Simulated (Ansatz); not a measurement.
Computed with Ansatz on PBE0-D4/def2-TZVP structures; ΔE is electronic, products minus reactants. CBS: MP2 limit from def2 TZ/QZ plus the TZ coupled-cluster correction, frozen cores. This one scheme is used for every species. Functionals use def2-TZVPP. def2 core potentials past Kr. For Zr outer-core shells are correlated without core-valence functions, which leaves a few kJ/mol of doubt a bond. Each species was taken in one conformer, which may not be the lowest.

`C#[C][Zr]([F])([F])[F]` + H₂O → `[OH][Zr]([F])([F])[F]` + acetylene  (formal hydrolysis of a Zr–C bond)

CCSD(T)/CBS gives -25.1 kcal/mol.

Question: Another level gave -26.1 kcal/mol. Which?
A. B2PLYP/def2-TZVPP
B. PBE0-D4/def2-TZVPP
C. BHLYP/def2-TZVPP
D. revPBE-D4/def2-TZVPP

Answer: A. B2PLYP -26.1, BHLYP -27.2, revPBE-D4 -23.5, PBE0-D4 -24.7 kcal/mol.

Largest T1 diagnostic among the species: 0.017.

From BLYP to BHLYP (50 % exact exchange), in def2-TZVPP and without D4, ΔE moves by −1.2 kcal/mol. In def2-TZVPP, CCSD(T) changes the Hartree–Fock value by +2.7 kcal/mol (the triples alone add +0.8 kcal/mol) and MP2 by +2.3 kcal/mol.
